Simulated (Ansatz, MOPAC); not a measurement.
Species: C₄H₂ISe (charge 0, doublet). SMILES: Ic1c[c][se]c1

Atoms: I1, C2, C3, C4, Se5, C6, H7, H8. Bonds: I1-C2, C2-C3, C2-C6, C3-C4, C3-H7, C4-Se5, Se5-C6, C6-H8.

Bond lengths (Å) and angles (degrees) optimised at AM1 with MOPAC; PM6 with MOPAC; MP2/6-31G* with LANL2DZ past Ar with Ansatz (a first-principles code), each started from the B3LYP-D3(BJ)/def2-TZVP structure (Ansatz) of the last column. A row stands for all coordinates that are equal there; 13 of 19 kinds are shown. 6-31G* holds six Cartesian d functions. No wavenumbers were computed at MP2/6-31G* with LANL2DZ past Ar, so these may be saddle points.

| coordinate | AM1 | PM6 | MP2/6-31G* with LANL2DZ past Ar | B3LYP-D3(BJ)/def2-TZVP |
|---|---|---|---|---|
| I1-C2 | 2.009 | 2.105 | 2.108 | 2.102 |
| C2-C3 | 1.449 | 1.462 | 1.467 | 1.443 |
| C2-C6 | 1.363 | 1.351 | 1.312 | 1.354 |
| C3-C4 | 1.346 | 1.330 | 1.306 | 1.342 |
| C3-H7 | 1.093 | 1.081 | 1.083 | 1.079 |
| C4-Se5 | 1.825 | 1.841 | 1.854 | 1.858 |
| Se5-C6 | 1.886 | 1.919 | 1.890 | 1.890 |
| C6-H8 | 1.085 | 1.080 | 1.081 | 1.077 |
| I1-C2-C3 | 120.7 | 119.1 | 120.2 | 121.0 |
| I1-C2-C6 | 124.1 | 123.7 | 123.5 | 122.0 |
| C3-C2-C6 | 115.2 | 117.2 | 116.3 | 117.0 |
| C2-C3-C4 | 110.3 | 107.7 | 110.6 | 110.8 |
| C2-C6-Se5 | 112.2 | 111.6 | 112.1 | 111.0 |

Mean signed difference of all 8 bond lengths from B3LYP-D3(BJ)/def2-TZVP: AM1 -0.011 Å, PM6 0.003 Å, MP2/6-31G* with LANL2DZ past Ar -0.006 Å.
